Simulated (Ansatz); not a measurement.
CH5ClSi2 (`Cl[SiH]1C[SiH2]1`), 9 atoms. Charge 0, multiplicity 1. All runs use 2 threads of an Arm Neoverse V2 on a shared host. Correlated methods freeze the cores.

(1) How many basis functions does each run have, and how long does it take in Ansatz? RKS PBE0-D4/def2-QZVPP energy; RKS B97M-V/def2-TZVPP energy; RKS CAM-B3LYP-D4/def2-TZVPP energy; RHF-CCSD(T)/def2-TZVPP energy; RKS ωB97M-V/def2-QZVPP energy; RHF-MP2/def2-QZVPP energy; RKS ωB97M-V/def2-SVP energy; RKS SPW92 (LDA)/def2-TZVPP energy; RKS BLYP-D4/def2-TZVPP energy; RKS PBE0-D4/def2-SVP energy; RKS PBE0-D4/def2-TZVP relaxation (9 steps); RHF-CCSD(T)/def2-SVP energy. (Best estimate.)

## Answers

(1) Computed: Other jobs shared the machine, so times are rough.

```csv
level,job,functions,wall time,peak host memory (GiB)
RKS PBE0-D4/def2-SVP,energy,93,1.3 s,0.17
RKS SPW92 (LDA)/def2-TZVPP,energy,227,1.6 s,0.29
RHF-CCSD(T)/def2-SVP,energy,93,2.5 s,0.28
RKS BLYP-D4/def2-TZVPP,energy,227,2.5 s,0.29
RKS CAM-B3LYP-D4/def2-TZVPP,energy,227,4.1 s,0.63
RKS ωB97M-V/def2-SVP,energy,93,6.5 s,0.27
RKS B97M-V/def2-TZVPP,energy,227,11 s,0.37
RKS PBE0-D4/def2-QZVPP,energy,417,11 s,1.3
RHF-MP2/def2-QZVPP,energy,417,21 s,2.1
RKS ωB97M-V/def2-QZVPP,energy,417,26 s,1.6
RKS PBE0-D4/def2-TZVP,relaxation (9 steps),172,36 s,0.42
RHF-CCSD(T)/def2-TZVPP,energy,227,75 s,3.4
```
